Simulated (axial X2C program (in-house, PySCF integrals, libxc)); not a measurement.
# KBr⁺: a run with one poor setting

All values were computed with an axial X2C code built on PySCF integrals. Spin-free means the one-electron spin-free X2C Hamiltonian. Basis: Br dyall-v3z [8s9p6d1f], K dyall-v3z [11s12p4d2f] (cores contracted in-house); Gaussian nuclei, density fitting, unrestricted open shells. Masses: Br 78.918 u, K 38.964 u.

One setting of this run was spoiled on purpose, so its numbers are not properties of KBr⁺. Level: HF, without spin–orbit coupling; state M_S = 1/2, Λ = 1 (beyond evenly filled blocks: π+α, π+β, π-α).

```csv
R (Å),E − E(lowest point) (eV),SCF iterations
2.964,0.1812,8
3.100,0.0829,8
3.203,0.0402,8
3.305,0.0155,8
3.407,0.0034,9
3.526,0.0000,8
3.646,0.0040,8
3.799,0.0150,8
3.986,0.0323,8
4.259,0.0575,8
```

Fit: Re 3.512 Å, ωe 75.0 cm⁻¹, residual 0.0027 microhartree, De 0.06 eV.

Output at the reference distance:

```
spin-free X2C-1e  HF
basis functions 153  fitting functions 550  grid points 5805
iter        total energy     max residual
   1      -3205.805015133     2.36e-01
   2      -3205.823040704     4.52e-03
   3      -3205.823301802     1.99e-03
   4      -3205.823323118     8.82e-04
   5      -3205.823327539     1.80e-04
   6      -3205.823328171     4.58e-05
   7      -3205.823328225     1.44e-05
   8      -3205.823328230     2.92e-06
   9      -3205.823328230     5.20e-07
converged
one-electron -4647.16812197  Coulomb 1461.98989953  exact exchange -123.93329048  xc functional 0.00000000  nuclear repulsion 103.28818470
```

Task: Which setting was spoiled?
A. virtual space cut too low
B. an excited determinant was followed
C. density fitting set too sparse
D. integration grid too coarse
E. too few iterations allowed

Result: C. Density fitting set too sparse: ratio 3 between fitting exponents against the usual 2.
